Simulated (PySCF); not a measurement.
An excited-state job on `[BH3-][n+]1ccc(cc1)CC`.

Computed with TDDFT PBE0/def2-SVPD, vertical, gas phase, core orbitals frozen in the response (PySCF 2.14.0, density-fitted response routines). Geometry: PBE0-D3(BJ)/def2-SVP. A driver script takes a list of jobs; this job's settings line and coordinates (Å) are shown.

Command:
```bash
OMP_NUM_THREADS=1 python probes_run.py task.json out
```

Input:
```
{"job": {"kind": "uv", "xc": "PBE0", "basis": "def2-SVPD", "ip": true}, "charge": 0, "multiplicity": 1}
B     -3.418977     0.409920    -0.355823
N     -1.828412     0.274403    -0.244088
C     -1.082954     1.328750     0.114070
C      0.299724     1.269749     0.169066
C      0.963868     0.080728    -0.150968
C      2.456268    -0.038853    -0.048181
C      2.901091    -0.524022     1.330524
C      0.164864    -1.007288    -0.516825
C     -1.214205    -0.875912    -0.550488
H     -3.635244     0.848453    -1.483108
H     -3.762105     1.200294     0.514746
H     -3.877232    -0.715329    -0.204152
H     -1.643179     2.233040     0.357273
H      0.859604     2.159630     0.464713
H      2.914159     0.939528    -0.263361
H      2.818027    -0.735008    -0.821496
H      2.573419     0.169200     2.120018
H      3.996954    -0.604873     1.381688
H      2.475896    -1.512876     1.559976
H      0.614634    -1.967411    -0.779008
H     -1.876977    -1.696891    -0.828342
```

Output:
```
coarse grid: 17192 points
cycle   1  E = -352.8011746737  dE =  1.114e+00  |g| = 4.103e-01  |ddm| = 1.129e+01
cycle   2  E = -352.8103320289  dE = -9.157e-03  |g| = 4.020e-01  |ddm| = 2.696e+00
cycle   3  E = -352.8557003763  dE = -4.537e-02  |g| = 8.426e-02  |ddm| = 9.772e-01
cycle   4  E = -352.8570983146  dE = -1.398e-03  |g| = 4.886e-02  |ddm| = 3.642e-01
cycle   5  E = -352.8577322457  dE = -6.339e-04  |g| = 1.347e-02  |ddm| = 1.323e-01
cycle   6  E = -352.8577735418  dE = -4.130e-05  |g| = 2.229e-03  |ddm| = 4.391e-02
cycle   7  E = -352.8577745365  dE = -9.948e-07  |g| = 8.468e-04  |ddm| = 6.700e-03
final grid: 165120 points
cycle   8  E = -352.9070473294  dE = -6.041e-05  |g| = 7.385e-03  |ddm| = 3.329e-01
cycle   9  E = -352.9070458419  dE =  1.488e-06  |g| = 7.929e-03  |ddm| = 5.358e-02
cycle  10  E = -352.9070627670  dE = -1.693e-05  |g| = 1.103e-03  |ddm| = 2.066e-02
cycle  11  E = -352.9070630137  dE = -2.467e-07  |g| = 3.810e-04  |ddm| = 2.666e-03
cycle  12  E = -352.9070630436  dE = -2.991e-08  |g| = 1.231e-04  |ddm| = 1.204e-03
cycle  13  E = -352.9070630476  dE = -3.998e-09  |g| = 4.588e-05  |ddm| = 5.160e-04
cycle  14  E = -352.9070630481  dE = -5.401e-10  |g| = 9.882e-06  |ddm| = 1.627e-04
converged SCF energy = -352.9070630481

Static polarisability (au): isotropic 111.330, principal 76.970 105.392 151.629

Singlet excitations
state   eV       nm        f      main configurations
  1   4.5055    275.2   0.18893   H->L 0.97
  2   4.6426    267.1   0.00077   H-1->L 0.99
  3   4.7667    260.1   0.00114   H->L+1 0.90, H-2->L 0.10
  4   5.2496    236.2   0.00539   H-1->L+1 0.99
  5   5.7856    214.3   0.07416   H-2->L 0.73, H-3->L+1 0.16, H->L+1 0.09
  6   6.3522    195.2   0.00833   H-4->L 0.97
  7   6.3956    193.9   0.00261   H-3->L 0.52, H-2->L+1 0.46
  8   6.6543    186.3   0.01267   H->L+2 0.91
  9   6.8986    179.7   0.00045   H-4->L+1 0.97
 10   7.1289    173.9   0.00675   H-1->L+2 0.66, H-3->L+1 0.11, H-1->L+4 0.09

Triplet excitations (Tamm-Dancoff, eV): 3.6285 4.3892 4.5534 4.5780
Vertical ionisation energy (delta-SCF) = 9.0945 eV
Vertical electron affinity (delta-SCF) = 0.1761 eV
```

The SCF starts on a coarse grid where the log names one; the energy can jump when the final grid takes over, and dE then counts from the start density on the new grid. H and L stand for HOMO and LUMO; the number after each pair is its weight.

**Question.** Which computed singlet has the largest oscillator strength, and what do all of them sum to?

**Answer.** State 1 at 4.51 eV (275 nm), f = 0.189; the 10 states sum to 0.301.

**Question.** Give the mean polarisability as a volume in Å³, and the ratio of the largest to the smallest principal value.

**Answer.** 111.330 au × 0.148185 = 16.50 Å³; 151.629/76.970 = 1.97.

Summary of the converged run: HOMO -7.13 eV, LUMO -1.81 eV; lowest singlet 4.51 eV; lowest triplet 3.63 eV (Tamm–Dancoff); mean polarisability 111.3 au.

**Question.** How long does this job take on one thread, Arm Neoverse V1 (aarch64), shared host? And the peak memory of the process?

**Answer.** About 5.8 min, with 1.2 GiB resident at the peak, the Python interpreter and its libraries included.

One conformer stands for the species.
Labels such as C1 count atoms from 1, the log's own numbers from 0.
